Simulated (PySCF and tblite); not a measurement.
The numbers below are computed, except where a source is named.
System: C7H14O, numbered as in [CH3:1][O:2][C@@H:3]1[CH2:4][CH2:5][C@@H:6]([CH3:7])[CH2:8]1.

Motion: rotation about the C3–O2 bond (torsion C4–C3–O2–C1 from -73° to 67°, rising). GFN2-xTB gives an electronic barrier of 4.2 kcal/mol and a reaction energy of 1.2 kcal/mol.

What does CAM-B3LYP/pcSseg-1 + D3(BJ) give on GFN2-xTB geometries?

A barrier of 5.8 kcal/mol, 1.6 above the tight-binding barrier (from unrounded values), a reaction energy of 2.4 kcal/mol and, with GFN2-xTB thermal terms, ΔG‡(298 K) = 6.3 kcal/mol and k = 1.5×10⁸ s⁻¹ (1 equivalent path).

Programs: tblite and PySCF.
